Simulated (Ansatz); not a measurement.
A nudged elastic band was laid between two geometries of AlF2H3OS (8 atoms, charge 0, multiplicity 1).

Method: Ansatz, RKS BHLYP-D4/def2-SVP.

```
movable images  : 5
climbing image  : yes
spring          : 5.0 eV/Å²
optimiser       : quadratic models (default)
start path      : through a guess of the saddle point
force threshold : 0.05 eV/Å
iteration limit : 60
end points      : relaxed
```

Image 0:

```xyz
8
Properties=species:S:1:pos:R:3
Al -0.413 -0.234 -0.573
S 1.618 0.288 -1.218
F -0.801 -1.846 -0.450
F -1.627 0.814 -0.978
H 0.658 0.254 1.611
O -0.228 -0.012 1.353
H 1.273 1.528 -1.601
H -0.481 -0.792 1.855
```

Image 6:

```xyz
8
Properties=species:S:1:pos:R:3
Al -0.720 -0.431 -0.199
S 1.600 0.340 -0.703
F -0.820 -1.929 -0.896
F -1.449 0.798 -1.039
H 1.697 0.908 0.511
O -0.573 -0.285 1.479
H 1.172 1.461 -1.308
H -0.906 -0.862 2.155
```

Which bonds break or form, and what moves?

Bonds broken: H5–O6. Bonds formed: S2–H5.

Give the energies along the band, and the barrier.

It converged. The highest image is number 3 of 0 to 6, 0.80 eV above the first end and 0.42 eV above the last; the last end lies 0.37 eV above the first. A vibrational analysis at the climbing image gives one clearly imaginary mode, 1156i cm⁻¹: a first-order saddle point. The orbitals stay closed-shell, which can raise the energy where a bond breaks towards radicals; this wasn't checked here.

| image | path coordinate (Å) | energy (eV) | H5–O6 (Å) | S2–H5 (Å) |
| --- | --- | --- | --- | --- |
| 0 | 0.00 | 0.00 | 0.96 | 2.99 |
| 1 | 0.53 | 0.03 | 0.96 | 2.68 |
| 2 | 1.06 | 0.19 | 0.99 | 2.19 |
| 3 | 1.58 | 0.80 | 1.32 | 1.57 |
| 4 | 2.12 | 0.50 | 1.91 | 1.36 |
| 5 | 2.65 | 0.39 | 2.44 | 1.34 |
| 6 | 3.19 | 0.37 | 2.74 | 1.34 |

What is the geometry of the highest image?


```xyz
8
Properties=species:S:1:pos:R:3
Al -0.678 -0.379 -0.425
S 1.575 0.274 -0.787
F -0.934 -1.986 -0.699
F -1.716 0.716 -1.092
H 0.993 0.235 0.671
O -0.170 -0.012 1.247
H 1.282 1.566 -1.009
H -0.352 -0.415 2.093
```

What are the harmonic wavenumbers there?

1156i, 121, 168, 200, 258, 280, 392, 411, 491, 583, 692, 784, 867, 975, 1231, 1562, 2771, 4027 cm⁻¹.

Run time: 2.1 min on 2 threads of Arm Neoverse V2 (shared host), peak memory 0.2 GiB.
